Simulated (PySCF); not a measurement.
# NdCl: frontier orbitals

r²SCAN at R = 2.581 Å; basis Nd x2c-SVPall, Cl x2c-SVPall; spin-free X2C with a Gaussian nucleus; PySCF 2.14. State: sextet, about 4.0 electrons in the 4f shell (Mulliken), real f orbitals that mix terms. Only the outer orbitals are listed, counted within each symmetry.

```csv
spin,orbital,occ.,ε (eV),on Nd (%),main shells (%)
α,16σ,1,-7.36,14,85 Cl p
α,8π,1,-6.94,9,90 Cl p
α,8π,1,-6.94,9,90 Cl p
α,17σ,1,-3.50,99,"82 Nd s, 9 Nd d"
α,18σ,1,-3.22,99,94 Nd f
α,1φ,1,-2.78,100,100 Nd f
α,3δ,1,-2.31,100,98 Nd f
α,3δ,1,-2.31,100,98 Nd f
α,4δ,0,-1.84,100,98 Nd d
α,4δ,0,-1.84,100,98 Nd d
α,9π,0,-1.57,98,"59 Nd d, 40 Nd p"
β,16σ,1,-7.23,12,87 Cl p
β,8π,1,-6.94,8,92 Cl p
β,8π,1,-6.94,8,92 Cl p
β,17σ,0,-1.83,99,87 Nd s
β,3δ,0,-0.45,100,100 Nd d
β,3δ,0,-0.45,100,100 Nd d
```

Which are the highest filled and the lowest empty level, where do they sit, and how wide is the gap?

Highest filled α 3δ at -2.31 eV (in %: 98 Nd f); lowest empty α 4δ at -1.84 eV (in %: 98 Nd d); the gap at r²SCAN is 0.47 eV.

The bond order (Mayer) is 1.14. The ⟨S²⟩ is 8.755. The charge on Nd (Mulliken, basis-dependent) is 0.37 and the charge on Nd (Löwdin, basis-dependent) is 0.03. The dipole moment (positive dipole means Nd(−)Cl(+)) is -4.50 D.

Spin–orbit coupling is left out. With d or f electrons several states lie close, and the lowest PBE0 determinant need not be the measured ground state.
